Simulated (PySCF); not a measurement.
rubidium atom (Rb), doublet (core potentials on Rb). Base run: HF/def2-SVP run with PySCF.

The PySCF input:
```python
from pyscf import gto, scf

mol = gto.Mole()
mol.atom = '''
    Rb    0.00000000    0.00000000    0.00000000
'''
mol.basis = 'def2-svp'
mol.ecp = {'Rb': 'def2-svp'}
mol.spin = 1
mol.verbose = 4
mol.build()

mf = scf.UHF(mol)
mf.kernel()
```

Each row names what was changed in the base input (with any setting that the change needs).

| change | E (Eh) | HOMO (eV) | <S^2> |
|---|---|---|---|
| base | -23.80237 | -3.82 | 0.750 |
| functional = pbe0 | -24.08151 | -2.87 | 0.750 |
| functional = pbe; dispersion = d3bjm | -24.08184 | -2.44 | 0.750 |
| functional = b97-1 | -24.06632 | -2.61 | 0.750 |
| functional = tpssh | -24.08087 | -2.52 | 0.750 |
| functional = b97m_v | -24.10258 | -2.19 | 0.751 |
| functional = pbe0; dispersion = d4 | -24.08151 | -2.87 | 0.750 |
| functional = o3lyp | -24.11427 | -2.46 | 0.750 |
| functional = blyp; dispersion = d3zero | -24.05218 | -2.32 | 0.750 |
| functional = m06l | -24.06988 | -2.30 | 0.751 |
| functional = wb97x_v | -24.07095 | -3.98 | 0.750 |
| functional = lda,vwn | -23.98996 | -2.56 | 0.750 |
| functional = b3lyp; dispersion = d3bjm | -24.09824 | -2.80 | 0.750 |

Absolute energies of different levels of theory aren't comparable as measures of quality.

Open shells are given as the SCF converged; they aren't shown to be the lowest states, and a large step between rows can be another state.
